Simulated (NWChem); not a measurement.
System meant: CrNH$_{2}$SOF; SMILES [NH2][Cr](=[O])([F])=[S]

NWChem input:

```
start job
memory heap 200 mb stack 900 mb global 1100 mb
geometry units angstroms noautosym nocenter noautoz
  Cr     0.005929    -0.242748     0.048600
  O     -0.383580    -0.780524     1.422438
  S     -0.045887     1.734098     0.013554
  F      1.556835    -0.804758    -0.388171
  N     -1.189981    -0.830699    -1.096388
  H     -1.791559    -1.617859    -0.864568
  H     -1.482879    -0.329822    -1.930935
end
basis spherical
  * library 6-31g*
end
dft
  xc m06-2x
  iterations 150
end
property
  shielding
end
task dft property
```

End of the output:

```
 Vector   36  Occ=0.000000D+00  E=-5.069630D-02
              MO Center= -1.3D-01,  8.7D-02,  1.8D-01, r^2= 2.8D+00
   Bfn.  Coefficient  Atom+Function         Bfn.  Coefficient  Atom+Function
  ----- ------------  ---------------      ----- ------------  ---------------
    22      0.364141  1 Cr d  2              20      0.360460  1 Cr d  0
    60     -0.354236  3 S  py                56     -0.327729  3 S  py
    38     -0.283626  2 O  py                42     -0.253514  2 O  py
    19      0.235489  1 Cr d -1              25      0.228020  1 Cr d  0
    27      0.226321  1 Cr d  2              10      0.212157  1 Cr s

 center of mass
 --------------
 x =   0.03248576 y =   0.02052502 z =   0.00230566

 moments of inertia (a.u.)
 ------------------
         679.732086840521          15.718262229258          -8.929021141275
          15.718262229258         465.693176278569         -11.136357317742
          -8.929021141275         -11.136357317742         740.483813267958

     Multipole analysis of the density
     ---------------------------------

     L   x y z        total         alpha         beta         nuclear
     -   - - -        -----         -----         ----         -------
     0   0 0 0     -0.000000    -33.000000    -33.000000     66.000000

     1   1 0 0     -1.148820      0.609811      0.609811     -2.368443
     1   0 1 0     -0.323449     -0.794809     -0.794809      1.266169
     1   0 0 1     -0.835967      0.716787      0.716787     -2.269542

     2   2 0 0    -32.348460    -84.642633    -84.642633    136.936806
     2   1 1 0      3.069539      1.322731      1.322731      0.424077
     2   1 0 1      3.722261     -4.813518     -4.813518     13.349296
     2   0 2 0    -33.317984   -137.694698   -137.694698    242.071411
     2   0 1 1      0.587369     -4.051216     -4.051216      8.689801
     2   0 0 2    -32.788994    -70.840390    -70.840390    108.891786

          -----------------------------------------
          Chemical Shielding Tensors (GIAO, in ppm)
          -----------------------------------------

 ------------------------------------------------------------------------
  xm06: d2 not coded                    0
 ------------------------------------------------------------------------
 ------------------------------------------------------------------------
  current input line :
    22: task dft property
 ------------------------------------------------------------------------
 ------------------------------------------------------------------------
 This error has not yet been assigned to a category
 ------------------------------------------------------------------------
 For more information see the NWChem manual at https://nwchemgit.github.io

0: xm06: d2 not coded:Received an Error in Communication
```

Task: Find the fault in this run and fix the input.

Result: The run crashed. Cause: this functional's second derivatives, which shieldings need, aren't coded here; the fix takes a hybrid GGA instead. This input runs:
```
start job
memory heap 200 mb stack 900 mb global 1100 mb
geometry units angstroms noautosym nocenter noautoz
  Cr     0.005929    -0.242748     0.048600
  O     -0.383580    -0.780524     1.422438
  S     -0.045887     1.734098     0.013554
  F      1.556835    -0.804758    -0.388171
  N     -1.189981    -0.830699    -1.096388
  H     -1.791559    -1.617859    -0.864568
  H     -1.482879    -0.329822    -1.930935
end
basis spherical
  * library 6-31g*
end
dft
  xc pbe0
  iterations 150
end
property
  shielding
end
task dft property
```
It converges to -1673.02990 Ha (PBE0/6-31G* (spherical d), GIAO).
